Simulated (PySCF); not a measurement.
# Electron correlation in B (boron, neutral)

[He] 2s1 2p1 3s1, high-spin 4P determinant (an excited configuration). All numbers are calculated (PySCF 2.14, the non-relativistic Hamiltonian (point nucleus), in aug-cc-pwCVDZ (5s4p2d, 27 functions)). Frozen: 1s2; 3 electrons correlated.

MP2 pair energies summed by pair of shells (mhartree):

| pair | energy | share (%) |
| --- | --- | --- |
| 2s-2p | -2.31 | 45.5 |
| 2p-3s | -1.42 | 27.9 |
| 2s-3s | -1.35 | 26.6 |

Total MP2 correlation energy: -5.08 mhartree.

Same-spin part -5.08 and opposite-spin part 0.00 mhartree; SCS-MP2 scales them by 1/3 and 6/5 to -1.69 mhartree.
